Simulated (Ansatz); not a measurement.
Geometry optimisation, RKS r2SCAN-D4/def2-SVP (Ansatz).

The input (input.yaml):

```yaml
crystal:
  periodic: [false, false, false]
  atoms:
    - { symbol: C, position_ang: [-0.9691, 0.9192, 0.4284] }
    - { symbol: C, position_ang: [0.1419, 0.0108, 0.1012] }
    - { symbol: "N", position_ang: [1.2449, 0.2557, 0.9851] }
    - { symbol: Al, position_ang: [-0.3721, -1.8887, 0.2709] }
    - { symbol: Al, position_ang: [0.7455, 0.236, -1.8202] }
    - { symbol: H, position_ang: [-0.6971, 2.0372, 0.2974] }
    - { symbol: H, position_ang: [-1.3374, 0.8217, 1.4662] }
    - { symbol: H, position_ang: [-1.8354, 0.7949, -0.2737] }
    - { symbol: H, position_ang: [1.5905, 1.2665, 0.9457] }
    - { symbol: H, position_ang: [0.9663, 0.1313, 2.013] }
    - { symbol: H, position_ang: [-0.4208, -2.8714, -0.9709] }
    - { symbol: H, position_ang: [-0.9584, -2.4302, 1.6969] }
    - { symbol: H, position_ang: [2.2053, 0.677, -2.1351] }
    - { symbol: H, position_ang: [-0.3168, 0.0108, -2.9761] }
basis:
  gaussian: { orbitals: def2-SVP }
hamiltonian:
  xc: r2scan
  dispersion: d4
relax:
  f_tol: 0.015
  max_steps: 40
output:
  orbitals: {}
```

Launched with:

```bash
$ ansatz run input.yaml --threads 2 --pin off --max-ram 3072MiB --backend cpu --events-out ev --progress --plain --runs-dir out
```

Q: Where does it end, and by what steps?

A: It converged. After 17 steps the energy has fallen by 1.388 eV; H11 moved furthest, 1.60 Å. Joined: N3–Al4 (2.78 → 1.98 Å).

| step | energy less start (eV) | largest force component (eV/Å) | accepted |
| --- | --- | --- | --- |
| 0 | 0.0000 | 2.354 | yes |
| 1 | -0.3205 | 1.252 | yes |
| 2 | -0.4552 | 0.356 | yes |
| 3 | -0.6188 | 0.624 | yes |
| 4 | -0.8382 | 0.696 | yes |
| 5 | -1.0506 | 0.510 | yes |
| 6 | -1.2022 | 0.684 | yes |
| 7 | -1.2776 | 0.554 | yes |
| 8 | -1.3282 | 0.249 | yes |
| 9 | -1.3489 | 0.434 | yes |
| 10 | -1.3712 | 0.139 | yes |
| 11 | -1.3816 | 0.137 | yes |
| 12 | -1.3854 | 0.088 | yes |
| 13 | -1.3870 | 0.049 | yes |
| 14 | -1.3875 | 0.036 | yes |
| 15 | -1.3878 | 0.024 | yes |
| 16 | -1.3879 | 0.016 | yes |
| 17 | -1.3879 | 0.014 | yes |

```xyz
14
Properties=species:S:1:pos:R:3
C -1.168 1.090 0.452
C 0.023 0.324 -0.087
N 0.989 -0.047 1.015
Al 0.035 -1.669 0.394
Al 0.517 0.243 -1.931
H -0.889 2.119 0.751
H -1.646 0.611 1.329
H -1.946 1.181 -0.322
H 1.972 0.120 0.795
H 0.770 0.399 1.908
H 1.040 -2.628 -0.378
H -1.082 -2.119 1.427
H 2.002 -0.174 -2.332
H -0.634 0.521 -2.992
```

Time of the run: 54 s on 2 threads of Intel(R) Xeon(R) 6975P-C (Granite Rapids) (shared host), peak memory 0.23 GiB.
